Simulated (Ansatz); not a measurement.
Cost and result for the atomization energy of C4H2F4 (`FC1=C(F)C(F)(F)C1`) (10 atoms, 10 bonds).

Z-matrix (Å, degrees):
```
C
C 1 1.551
F 1 1.350 2 114.9
F 1 1.350 2 114.9 3 124.0
C 1 1.495 2 87.7 3 -118.0
C 2 1.502 1 83.8 3 118.0
H 2 1.091 1 113.6 3 2.3
H 2 1.091 1 113.6 3 -126.3
F 5 1.310 1 131.5 2 180.0
F 6 1.308 2 129.3 1 180.0
```

The species carries charge 0 and has multiplicity 1. The structure was optimised at the PBE0-D4/def2-TZVP level. Program: Ansatz. All runs use 4 threads of an Arm Neoverse V1 on a shared host. Times are those of one run each, without the atoms' runs, and a repeat can differ threefold. Electronic energies, without spin–orbit coupling; frozen cores. CCSD(T)/CBS adds CCSD(T) − MP2 in def2-TZVPP to the MP2 limit, and its time is that of the two runs behind it. T1 = 0.012. B3LYP takes the VWN-RPA correlation (the form of Gaussian; ORCA's B3LYP/G).

CCSD(T)/CBS is a level of theory with its own doubt, some kJ/mol a heavy atom from the limit and from the frozen cores, so smaller differences don't rank the functionals.

| level | functions | wall time |
| --- | --- | --- |
| revPBE-D4/def2-TZVPP | 276 | 6 s |
| PBE-D4/def2-TZVPP (with forces) | 276 | 7.5 s |
| BHLYP-D4/def2-TZVPP | 276 | 9.1 s |
| B3LYP-D4/def2-TZVPP (with forces) | 276 | 11 s |
| r2SCANh-D4/def2-TZVPP | 276 | 13 s |
| ωB97X-V/def2-TZVPP | 276 | 16 s |
| B2PLYP/def2-TZVPP | 276 | 16 s |
| B97M-V/def2-TZVPP | 276 | 17 s |
| PBE-QIDH/def2-TZVPP | 276 | 18 s |
| CCSD(T)/def2-SVP | 122 | 32 s |
| MP2/def2-QZVPP | 516 | 57 s |
| CCSD(T)/def2-TZVPP | 276 | 13 min |
| CCSD(T)/CBS(def2) | – | 14 min |

Task: What atomization energy does each give, and how far from CCSD(T)/CBS? (An estimate is asked.)

Result: Computed: 
| level | atomization (kcal/mol) | difference from CCSD(T)/CBS | per bond |
| --- | --- | --- | --- |
| revPBE-D4/def2-TZVPP | 1060.4 | 20.2 | 2.0 |
| PBE-D4/def2-TZVPP (with forces) | 1102.6 | 62.4 | 6.2 |
| BHLYP-D4/def2-TZVPP | 983.1 | -57.1 | -5.7 |
| B3LYP-D4/def2-TZVPP (with forces) | 1037.9 | -2.3 | -0.2 |
| r2SCANh-D4/def2-TZVPP | 1040.4 | 0.2 | 0.0 |
| ωB97X-V/def2-TZVPP | 1048.1 | 7.9 | 0.8 |
| B2PLYP/def2-TZVPP | 1031.1 | -9.1 | -0.9 |
| B97M-V/def2-TZVPP | 1046.9 | 6.7 | 0.7 |
| PBE-QIDH/def2-TZVPP | 1044.6 | 4.4 | 0.4 |
| CCSD(T)/def2-SVP | 992.9 | -47.3 | -4.7 |
| MP2/def2-QZVPP | 1075.3 | 35.1 | 3.5 |
| CCSD(T)/def2-TZVPP | 1010.8 | -29.4 | -2.9 |
| CCSD(T)/CBS(def2) | 1040.2 | 0.0 | 0.0 |

In def2-TZVPP, CCSD(T) changes the Hartree–Fock value by +298.5 kcal/mol (the triples alone add +24.6 kcal/mol) and MP2 by +345.6 kcal/mol; breaking electron pairs costs correlation energy, which Hartree–Fock lacks. From BLYP to BHLYP (50 % exact exchange), in def2-TZVPP and without D4, the atomization energy moves by −61.4 kcal/mol: exact exchange takes away binding that semilocal exchange gives to molecules. At CCSD(T), def2-SVP lies −47.3 kcal/mol from the extrapolated value and def2-TZVPP −29.5 kcal/mol: correlation converges slowly with the basis, and small sets miss more of it in the bonded molecule than in its fragments.
